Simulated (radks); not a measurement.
The numbers below are computed, except where a source is named.
Initial-state core-level shifts of neutral selenium when its valence configuration changes from [Ar] 3d10 4s2 4p4. Level of theory: scalar-relativistic Kohn-Sham, BLYP, spin-polarised, spherical densities, point nucleus; open shells are filled with parallel spins first (a radial shooting solver on a logarithmic mesh with Libxc functionals). Shifts are changes of the shell-averaged eigenvalues in eV (positive: less bound).

| valence | 1s | 2p | 3s | 3p |
|---|---|---|---|---|
| 3d10 4s1 4p5 | -1.683 | -1.636 | -1.663 | -1.655 |
| 3d9 4s2 4p5 | -14.105 | -15.516 | -12.168 | -11.936 |
| 3d10 4p6 | -3.349 | -3.253 | -3.301 | -3.286 |
| 3d10 4s1.5 4p4.5 | -0.849 | -0.825 | -0.839 | -0.835 |
